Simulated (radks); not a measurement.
Polarisability of the scandium ion Sc+, [Ar] 3d1 4s1, at imaginary frequency. Calculated with a radial shooting solver on a logarithmic mesh with Libxc functionals: scalar-relativistic Kohn-Sham, LDA (Slater exchange, VWN5 correlation), spin-polarised, spherical densities, finite nucleus; open shells are filled with parallel spins first; Fermi nuclear charge, rms radius 3.5459 fm. Response by self-consistent Sternheimer equations with the Hartree and adiabatic LDA kernel, the relativistic mass of each level held fixed and spin-orbit coupling left out.

| w (hartree) | alpha1(iw) (bohr^3) |
|---|---|
| 0.00266 | 52.69 |
| 0.0143 | 52.24 |
| 0.0360 | 49.84 |
| 0.0697 | 43.46 |
| 0.118 | 33.11 |
| 0.186 | 22.21 |
| 0.280 | 13.94 |
| 0.413 | 8.706 |
| 0.605 | 5.557 |
| 0.892 | 3.581 |
| 1.35 | 2.217 |
| 2.12 | 1.218 |
| 3.59 | 0.5470 |
| 6.94 | 0.1849 |
| 17.5 | 0.03970 |

Static values: alpha1 = 52.71 bohr^3 (7.811 angstrom^3; uncoupled 70.64). C6 = 344.4, triple-dipole C9 = 12860 atomic units. One-pole (London) frequency 4 C6 / (3 alpha1^2) = 0.165 hartree, against 0.382 for minus the highest occupied eigenvalue.
